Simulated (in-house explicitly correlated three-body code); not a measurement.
Computed with an exponentially correlated three-body code. Model: two electrons around a point charge, non-relativistic, variational in 260 exponentially correlated functions (energies converged to about 1e-7 hartree, or 1e-8 relative for large Z).

The wave function depends on r1, r2 and r12, so the cusp where the electrons meet is built in. Binding is counted against the one-electron ion, and the quantum defect is n less (Z − 1)/√(2 × binding).

Command:
```bash
python run_hyl.py task.json out
```
Settings (lengths in bohr, energies in hartree):
```
Z                      6
interaction_strength   1
functions              260
states_tried           13
```

Cost of the run: 73 s on 1 thread of Arm Neoverse N1, with other jobs on the host.

**Those bound S and P states to n = 4 that converged, binding against the one-electron ion.**

Given: nuclear charge 6.

Computed: one-electron threshold -18 hartree.

```json
{"term": "1 1S", "energy (hartree)": "-32.4062466", "binding (eV)": "392.01", "quantum defect": "0.068507"}
{"term": "2 3S", "energy (hartree)": "-21.4207559", "binding (eV)": "93.084", "quantum defect": "0.088413"}
{"term": "2 1S", "energy (hartree)": "-21.2220177", "binding (eV)": "87.676", "quantum defect": "0.030341"}
{"term": "2 3P", "energy (hartree)": "-21.2217107", "binding (eV)": "87.667", "quantum defect": "0.030247"}
{"term": "2 1P", "energy (hartree)": "-21.0933323", "binding (eV)": "84.174", "quantum defect": "-0.010211"}
{"term": "3 3S", "energy (hartree)": "-19.470403", "binding (eV)": "40.012", "quantum defect": "0.08434"}
{"term": "3 1S", "energy (hartree)": "-19.4178086", "binding (eV)": "38.581", "quantum defect": "0.030754"}
{"term": "3 3P", "energy (hartree)": "-19.4167351", "binding (eV)": "38.551", "quantum defect": "0.029629"}
{"term": "3 1P", "energy (hartree)": "?", "binding (eV)": "?", "quantum defect": "?"}
{"term": "4 3S", "energy (hartree)": "-18.8147461", "binding (eV)": "22.17", "quantum defect": "0.083088"}
{"term": "4 1S", "energy (hartree)": "-18.7934728", "binding (eV)": "21.591", "quantum defect": "0.030928"}
{"term": "4 3P", "energy (hartree)": "?", "binding (eV)": "?", "quantum defect": "?"}
{"term": "4 1P", "energy (hartree)": "-18.777883", "binding (eV)": "21.167", "quantum defect": "-0.0086475"}
```

What belongs in the row 3 1P?

energy (hartree): -19.3805213; binding (eV): 37.566; quantum defect: -0.009078.

What belongs in the row 4 3P?

energy (hartree): -18.7928647; binding (eV): 21.575; quantum defect: 0.029406.

**Converged states only, values per electron or pair.**

```
term  mean r (bohr)  mean r squared (bohr²)  mean inverse r (1/bohr)  mean r12 (bohr)  mean inverse r12 (1/bohr)  mean cosine  mean p1 dot p2 (bohr⁻²)  delta r1 (bohr⁻³)  delta r12 (bohr⁻³)
1 1S        0.26679                 0.09574                   5.6876          0.39532                     3.4389    -0.022072                  0.68533             61.444              6.1423
2 3S              ?                       ?                        ?                ?                          ?            ?                        ?                  ?                   -
2 1S        0.70758                  0.8333                   3.6342           1.1946                     1.1666    -0.010297                  0.05844             37.243              0.9845
2 3P        0.60729                 0.60116                   3.6369           1.0201                     1.1988     -0.06848                  -1.9791             34.004                   -
2 1P              ?                       ?                        ?                ?                          ?            ?                        ?                  ?                   ?
3 3S         1.4026                  3.7474                   3.2864            2.572                    0.49642   -0.0023296                 0.014376              35.27                   -
3 1S         1.4474                  4.0155                   3.2807            2.659                    0.53262   -0.0032876                 0.018017             35.211              0.2883
3 3P         1.3488                  3.4941                   3.2811            2.468                    0.54003    -0.017033                  -0.4715             34.283                   -
3 1P         1.3826                   3.686                   3.2767           2.5278                    0.55904    0.0096382                  0.48455              34.39             0.07658
4 3S         2.4281                  11.974                   3.1598           4.6154                    0.28852   -0.0010016                0.0059799             34.746                   -
4 1S         2.4879                  12.607                   3.1575            4.734                    0.30306   -0.0014154                0.0076934             34.726             0.12068
4 3P         2.3901                  11.683                   3.1576           4.5409                    0.30595   -0.0067732                  -0.1846              34.34                   -
4 1P         2.4348                  12.146                   3.1558           4.6273                    0.31406     0.003825                  0.19597             34.381            0.033359
```

What belongs in the row 2 3S?

mean r (bohr): 0.67706; mean r squared (bohr²): 0.7515; mean inverse r (1/bohr): 3.6559; mean r12 (bohr): 1.1447; mean inverse r12 (1/bohr): 1.0299; mean cosine: -0.0071767; mean p1 dot p2 (bohr⁻²): 0.049619; delta r1 (bohr⁻³): 37.525.

What belongs in the row 2 1P?

mean r (bohr): 0.63082; mean r squared (bohr²): 0.65533; mean inverse r (1/bohr): 3.6204; mean r12 (bohr): 1.0343; mean inverse r12 (1/bohr): 1.2587; mean cosine: 0.038499; mean p1 dot p2 (bohr⁻²): 1.8429; delta r1 (bohr⁻³): 34.456; delta r12 (bohr⁻³): 0.23272.

**Electric-dipole lines between converged S and P states, rate of the upper state's decay.**

```tsv
s state	p state	p minus s (eV)	oscillator strength from s	rate (1/s)
1 1S	2 1P	307.84	0.64707	8.8693e+11
1 1S	3 1P	354.45	0.14048	2.5527e+11
1 1S	4 1P	370.85	0.05353	1.0648e+11
2 1S	2 1P	3.5017	0.093055	1.6504e+07
2 1S	3 1P	50.11	0.35168	1.2772e+10
2 1S	4 1P	66.508	0.090086	5.7636e+09
3 1S	2 1P	-45.593	-0.063161	5.6972e+09
3 1S	3 1P	?	?	?
3 1S	4 1P	17.413	0.37924	1.6633e+09
4 1S	2 1P	-62.582	-0.013465	2.2884e+09
4 1S	3 1P	-15.974	-0.14109	1.5622e+09
4 1S	4 1P	0.42422	0.22481	585170
2 3S	2 3P	5.4163	0.13138	5.5748e+07
2 3S	3 3P	54.532	0.31647	1.3612e+10
2 3S	4 3P	71.509	0.083661	6.1877e+09
3 3S	2 3P	-47.656	-0.067844	6.6857e+09
3 3S	3 3P	?	?	?
3 3S	4 3P	18.437	0.34069	1.675e+09
4 3S	2 3P	-65.497	-0.013964	2.5994e+09
4 3S	3 3P	-16.381	-0.15437	1.7974e+09
4 3S	4 3P	0.59542	0.30243	1.5508e+06
```

What belongs in the row 3 1S 3 1P?

p minus s (eV): 1.0146; oscillator strength from s: 0.16156; rate (1/s): 2.4058e+06.

What belongs in the row 3 3S 3 3P?

p minus s (eV): 1.4604; oscillator strength from s: 0.21968; rate (1/s): 6.7765e+06.

**Functionals on the exact density and self-consistent, errors are functional minus exact, hybrids only self-consistent, a dash where a self-consistent run leaves the top level unbound.**

| result | exchange error (millihartree) | correlation error (millihartree) | functional driven error (millihartree) | density driven error (millihartree) | self consistent total error (millihartree) | top level plus exact binding (eV) |
| --- | --- | --- | --- | --- | --- | --- |
| BLYP | 23.085 | -4.9816 | 18.103 | -1.4824 | 16.621 | 33.81 |
| B3LYP VWN-RPA | - | - | - | - | 19.058 | 26.801 |
| revTPSS | ? | ? | ? | ? | ? | ? |
| PBEsol | ? | ? | ? | ? | ? | ? |
| LDA PW92 | 498.16 | -127.96 | 370.2 | -2.4781 | 367.72 | 37.36 |
| LDA VWN5 | 498.16 | -128.89 | 369.27 | -2.4752 | 366.79 | 37.347 |
| TPSS | -3.7637 | -3.0336 | -6.7972 | -0.34574 | -7.143 | 31.807 |
| AM05 | 384.84 | -105.8 | 279.05 | -1.6643 | 277.38 | 36.949 |
| M06-L | -39.647 | -9.1937 | -48.84 | -2.3259 | -51.166 | 30.271 |
| r2SCAN0 | - | - | - | - | -1.1381 | 22.763 |

What belongs in the row revTPSS?

exchange error (millihartree): -3.2349; correlation error (millihartree): -5.3078; functional driven error (millihartree): -8.5427; density driven error (millihartree): -0.22612; self consistent total error (millihartree): -8.7688; top level plus exact binding (eV): 31.288.

What belongs in the row PBEsol?

exchange error (millihartree): 217.17; correlation error (millihartree): -15.526; functional driven error (millihartree): 201.64; density driven error (millihartree): -1.3586; self consistent total error (millihartree): 200.28; top level plus exact binding (eV): 35.981.

The density-driven part is never positive, since each functional's own density lowers its energy. Here it is small beside the functional-driven part (median ratio 0.017), the normal case.
